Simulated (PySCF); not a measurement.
Compound: C₅H₅N₃O.
Structure used (GFN2-xTB), in Å, numbered top down from 1:
```xyz
14
C5H5N3O angstrom
C     -2.2937    0.0157   -0.5921
C     -1.2922    0.2127    0.4989
O     -1.5585    0.5095    1.6377
C      0.1387    0.0115    0.0825
C      1.1834    0.1593    0.9942
C      2.4502   -0.0568    0.4689
N      2.6148   -0.3783   -0.8072
N      1.5956   -0.4964   -1.5896
N      0.3877   -0.3138   -1.1862
H     -3.2988    0.1792   -0.2143
H     -2.0769    0.7036   -1.4065
H     -2.1964   -0.9918   -0.9912
H      0.9933    0.4221    2.0226
H      3.3521    0.0231    1.0601
```

Definitions: NICS(0) = −σiso at the ring centroid; NICS(1) = −σiso and NICS(1)zz = −σzz at ±1 Å along the ring normal z. Level: GIAO PBE0/pcSseg-1 (PySCF, non-relativistic, gas phase) on the GFN2-xTB geometry, one conformer.

Ring bond lengths (Å), with Mayer bond orders in brackets: C4–C5 1.394 (1.30), C5–C6 1.388 (1.37), C6–N7 1.326 (1.41), N7–N8 1.290 (1.36), N8–N9 1.286 (1.38), N9–C4 1.333 (1.38).

Problem. What do the NICS probes read (ppm)?

Solution. 
```json
{"ring": "C4–C5–C6–N7–N8–N9", "type": "6-membered ring with 3 N; formal bonds all aromatic", "NICS(0)": "-4.5", "NICS(1), two faces": "-11.8 / -11.8", "NICS(1)zz, two faces": "-28.4 / -28.4", "rms pucker (Å)": "0.00", "centre to ring atoms, mean (Å)": "1.34"}
```

Problem. What do they say, and how far can they be read as aromaticity?

Solution. 
- C4–C5–C6–N7–N8–N9: mean NICS(1)zz -28.4 ppm, shielded, aromatic by this magnetic criterion (flat ring, no four-coordinate atom). NICS(0) lies 7 ppm above the mean NICS(1).

Problem. How equal are the bonds by HOMA? HOMA = 1 − mean of α(R − Ropt)² over the ring bonds, with Krygowski's 1993 parameters (CC: Ropt 1.388 Å, α 257.7 Å⁻²; CN: Ropt 1.334 Å, α 93.52 Å⁻²; NN: Ropt 1.309 Å, α 130.33 Å⁻²).

Solution. 
- C4–C5–C6–N7–N8–N9: HOMA 0.98; the largest term is that of N8–N9, α(R − Ropt)² = 0.07. The geometric and the magnetic index point the same way.

Problem. How shielded are the nuclei of the rings and their hydrogens (means over atoms taken as equivalent)?

Solution. 
| atoms | environment | σ isotropic (ppm) | principal values of the symmetric part, first atom (ppm) |
| --- | --- | --- | --- |
| C4 | substituted aromatic carbon | 34.0 | -98.0, 45.6, 154.5 |
| C5 | aromatic CH carbon | 68.0 | -44.2, 49.9, 198.3 |
| C6 | aromatic CH next to a ring nitrogen | 30.9 | -105.7, 41.9, 156.4 |
| N7 | pyridine-type nitrogen | -190.6 | -595.7, -236.3, 260.2 |
| N8 | pyridine-type nitrogen | -269.8 | -768.5, -244.4, 203.6 |
| N9 | pyridine-type nitrogen | -165.3 | -548.6, -190.9, 243.6 |
| H13 | aromatic hydrogen | 23.75 | 19.8, 23.2, 28.2 |
| H14 | aromatic hydrogen | 22.06 | 18.7, 19.2, 28.3 |

On Arm Neoverse V1, one thread, on a shared host, this took 31 s wall (with the writing of density and orbital grids) and 0.79 GiB of memory at its peak. This is the whole shielding run at PBE0/pcSseg-1, SCF included.
